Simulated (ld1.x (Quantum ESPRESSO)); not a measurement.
**Which change was made? (Cd, PAW)**

```json
{"Element": "Cd (Z = 48)", "Generator": "ld1.x (Quantum ESPRESSO) 7.5", "Type": "PAW", "Functional": "LDA (PZ)", "Relativity": "scalar-relativistic", "Frozen core": "[Ar] 3d10", "Valence charge": "20", "Reference configuration": "4s2 4p6 4d10 5s1 5p1", "Partial waves": "4s (bound): rcut 1.30, rcutus 1.50 bohr; 5s (bound): rcut 1.30, rcutus 1.50 bohr; 4p (bound): rcut 1.30, rcutus 1.55 bohr; 5p (bound): rcut 1.30, rcutus 1.55 bohr; 4d (bound): rcut 1.30, rcutus 1.50 bohr; 4d channel at -0.5 Ry: rcut 1.30, rcutus 1.50 bohr", "Local potential": "all-electron potential smoothed inside 1.15 bohr (lloc = -1)", "Core correction": "Bessel-smoothed model core inside 0.85 bohr", "Augmentation charge": "BESSEL, radius 1.10 bohr"}
```

Cutoffs, loose and tight: the cutoffs (Ry, on a coarse ladder) from which the occupation-weighted sum of valence levels, in a spherical-Bessel basis at the reference potential, stays within 10 and 1 mRy of its value at 400 Ry. They do not see the model core or the augmentation charge, which bear on the density cutoff. Test errors are all-electron minus pseudo excitation energies from the reference, over the configurations 4s2 4p6 4d10 5s2 5p0; 4s2 4p6 4d10 5s1 5p0; 4s2 4p6 4d10 5s0 5p0; 4s2 4p6 4d10 5s1.5 5p0; 4s2 4p6 4d9 5s2 5p0; 4s1 4p6 4d10 5s2 5p0; 4s2 4p6 4d10 5s0 5p1 (two spin-polarised tests are not counted in the largest error); variants that change the core or the reference have their own tests.

The base gives: outcome: generated, overlap not positive; bound ghosts: not determined (overlap not positive); largest test error (meV): -26.

Task: After one change the result is: outcome: failed: run_pseudo: Errors in PS-KS equation. Which change was it?
A. waves 4d (bound): rcut 0.94, rcutus 1.00 bohr; 4d channel at -0.5 Ry: rcut 0.94, rcutus 1.00 bohr
B. type ultrasoft; local potential all-electron potential smoothed inside 1.15 bohr (lloc = -2); augmentation built from norm-conserving waves at rcut, not smoothed further
C. non-relativistic

Result: B. The others give: non-relativistic → outcome: generated, overlap not positive; bound ghosts: not determined (overlap not positive); largest test error (meV): +9.6 | waves 4d (bound): rcut 0.94, rcutus 1.00 bohr; 4d channel at -0.5 Ry: rcut 0.94, rcutus 1.00 bohr → outcome: generated, overlap not positive; bound ghosts: not determined (overlap not positive); largest test error (meV): -20. A file whose overlap is not positive is unfit for use, and its test errors describe a broken file.
